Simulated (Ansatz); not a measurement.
Tuning the range parameter of LC-ωPBE so that −HOMO meets the ionisation energy; basis def2-TZVP, Ansatz. System: the cluster TiO₄H₄. Total charge 0; singlet. Geometry: PBE-D4/def2-SVP. The ionised state is a doublet.

Geometry of the singlet:

```
atom   x (Å)   y (Å)   z (Å)
 Ti1  -0.210   0.242   0.016
  O2   1.660   0.304  -1.123
  O3  -1.961   0.036  -0.007
  O4   0.463  -0.385  -1.616
  O5   0.604  -0.646   1.356
  H6   2.190  -0.444  -0.756
  H7  -0.056   1.927   0.293
  H8   0.198  -1.077   2.129
  H9  -2.887   0.043  -0.293
```

The structure holds one bond between oxygen atoms, so isomers without such links may lie far lower. The structure comes from a short search, and lower isomers may exist.

| ω (1/bohr) | HOMO (eV) | LUMO (eV) | vertical IE (eV) | HOMO + IE (eV) |
| --- | --- | --- | --- | --- |
| 0.15 | -8.61 | -0.65 | 9.88 | 1.27 |
| 0.2 | -9.22 | -0.19 | 10.00 | 0.78 |
| 0.3 | -10.20 | 0.43 | 10.20 | 0.00 |
| 0.4 | -10.92 | 0.79 | 10.37 | -0.55 |

Q: Estimate the row for 0.1 bohr⁻¹.

A: 
| ω (1/bohr) | HOMO (eV) | LUMO (eV) | vertical IE (eV) | HOMO + IE (eV) |
| --- | --- | --- | --- | --- |
| 0.1 | -7.94 | -1.23 | 9.79 | 1.85 |

Q: Where does the tuning condition hold?

A: Near ω = 0.30 bohr⁻¹, by linear interpolation.
